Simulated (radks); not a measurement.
All-electron atom: the promethium ion Pm41+ in [Ar] 3d2.

Method: Dirac Kohn-Sham, PBE, spin-unpolarised, spherical densities, point nucleus; open shells are shared between the two j in proportion to 2j + 1; computed with a radial shooting solver on a logarithmic mesh with Libxc functionals.

Energy parts (eV):
| part | energy |
|---|---|
| total | -235339.50 |
| kinetic | 257194.03 |
| electron-nucleus | -525099.92 |
| Hartree | 36619.20 |
| exchange-correlation | -4052.81 |

Orbitals (lengths in bohr, moments of r in powers of bohr):
orbital	occ.	eigenvalue (eV)	<1/r>	<r^4>
1s1/2	2	-47316.91	67.44	1.416e-06
2s1/2	2	-9585.992	16.13	0.0002191
2p1/2	2	-9218.661	16.07	0.0001361
2p3/2	4	-8650.413	14.40	0.0001727
3s1/2	2	-3551.393	6.302	0.006690
3p1/2	2	-3408.865	6.230	0.005842
3p3/2	4	-3272.946	5.798	0.006839
3d3/2	0.8	-3055.713	5.676	0.004347
3d5/2	1.2	-3023.955	5.567	0.004563

The highest occupied level is 3d5/2 at -3024.0 eV. For comparison, the ionisation energy in NIST's Atomic Spectra Database is 3112 eV (theoretical). In exact Kohn-Sham theory the highest level is minus the ionisation energy, but local and semilocal functionals leave it too shallow, through self-interaction and a potential that decays too fast; potentials with the right tail come closer. The density falls to 0.001 e/bohr^3 at r = 0.73 bohr.

Beside tabulated values, note that spin-unpolarised runs miss the spin-polarisation part of the exchange energy of open shells.
